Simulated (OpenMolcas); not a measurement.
Au5+: moving or changing the point charges

Au5+ among 8 point charges of -1.2 e arranged as a cube (Oh), 2.01 Å from the ion.
```
   1.1605    1.1605    1.1605  -1.20
   1.1605    1.1605   -1.1605  -1.20
   1.1605   -1.1605    1.1605  -1.20
   1.1605   -1.1605   -1.1605  -1.20
  -1.1605    1.1605    1.1605  -1.20
  -1.1605    1.1605   -1.1605  -1.20
  -1.1605   -1.1605    1.1605  -1.20
  -1.1605   -1.1605   -1.1605  -1.20
```

```json
{
 "Program": "OpenMolcas",
 "Method": "SS-CASPT2, IPEA 0.25 Eh, imaginary shift 0.1 Eh (closed shells correlated: 5s 5p)",
 "Basis": "ANO-RCC-VDZP [7s6p4d2f]",
 "Scalar Hamiltonian": "DKH2, point nucleus",
 "Active space": "6 electrons in 5 orbitals (5d)",
 "State averaging": "2S+1 = 5 even, 5 roots; 2S+1 = 3 even, 45 roots; 2S+1 = 1 even, 50 roots",
 "Spin-orbit coupling": "state interaction with AMFI integrals over the reference wave functions"
}
```

Runs around this geometry, states (labels of O, the rotations of Oh). Energies in cm-1 above the lowest state or level, χT in cm3 K/mol.

```tsv
R (Å)	q (e)	Ground state	First state of that spin	First gap with spin-orbit (degeneracies)	χT at 300 K	First state of another spin
2.19	-0.6	5E	5T2 1250	26 (1, 3)	5.056	3T1 20060
2.01	-1.2	5E	5T2 3850	130 (1, 2)	4.723	3T1 18800
2.39	-1.2	5E	5T2 1630	41 (1, 2)	5.037	3T1 19950
```

Taking the first state of the same spin as R^-n, n = -ln(1630 / 3850) / ln(2.39 / 2.01) = 5.0 between the shortest and longest distance.

Roots that are degenerate in the reference are averaged as groups; the widest CASPT2 spread within a group is 230 cm-1 (the 3-fold group of multiplicity 3 near 51200 cm-1 above the lowest state of its run, R = 2.19, q = -0.6). Shifts and gaps below about the spread of the groups concerned are not significant. Point charges give a weaker field than real ligands, and real ions of this kind are as a rule low spin; the high spin found here belongs to the model. The ground term spreads over less than 5000 cm-1, several times less than with real ligands, so orbital moments are less quenched and χT lies further from the spin-only value than at real sites. Free-ion shares, where given, are those of the reference states; single-state CASPT2 does not remix them. Spin-orbit coupling mixes the spin-free states strongly: the lowest level takes only 49 % from its leading state, 5E (figures for R = 2.19, q = -0.6; the like holds for R = 2.01, q = -1.2, R = 2.39, q = -1.2). An orbital doublet at a regular site is open to a Jahn-Teller distortion, which this geometry leaves out (holds for R = 2.01, q = -1.2). Point charges carry no covalency, so the field is a model and not that of real ligands. No measured value stands beside these numbers.
